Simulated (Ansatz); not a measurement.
A family of molecules: the atomisation energy (no zero-point term)

One atom is swapped for its congeners: CH3 `[CH3]`; SiH3 (silyl radical) `[SiH3]`; GeH3 `[GeH3]`; SnH3 `[SnH3]`. All are doublets with charge 0.

Shapes, held fixed at every level: PBE0-D4/def2-TZVP. Programs: Ansatz 0.2.0. Values in eV.

| level | CH3 | SiH3 | SnH3 |
| --- | --- | --- | --- |
| r2SCAN-D4/def2-TZVPP | 13.51 | 9.98 | 7.87 |
| BHLYP-D4/def2-TZVPP | 13.25 | 9.92 | 7.81 |
| r2SCAN0-D4/def2-TZVPP | 13.43 | 9.95 | 7.84 |
| CCSD(T)/def2-SVP | 12.81 | 9.31 | 7.33 |
| CCSD/def2-TZVPP | 13.02 | 9.68 | 7.75 |
| CCSD(T)/def2-TZVPP | 13.10 | 9.71 | 7.80 |

Q: Estimate the column for GeH3 from its neighbours.

A: The mean of the neighbours at CCSD(T)/def2-TZVPP is 8.76 eV, against 8.93 from the run. All rows: r2SCAN-D4/def2-TZVPP 9.07; BHLYP-D4/def2-TZVPP 8.91; r2SCAN0-D4/def2-TZVPP 9.02; CCSD(T)/def2-SVP 8.50; CCSD/def2-TZVPP 8.89; CCSD(T)/def2-TZVPP 8.93 eV. At CCSD(T)/def2-TZVPP the atomisation energy falls at every step, from 13.10 to 7.80 eV. Every level shows the same order. Open shells run unrestricted unless RO is named. For atoms past krypton def2 sets carry core potentials with scalar relativity. Relativity is left out for Ge unless named. Correlated rows may include outer-core shells of Ge, Sn, which these sets cover unevenly. Spin-orbit coupling, which grows down the group, is left out (summed over each molecule's free atoms 0.00, 0.02, 0.12, 0.31 eV).
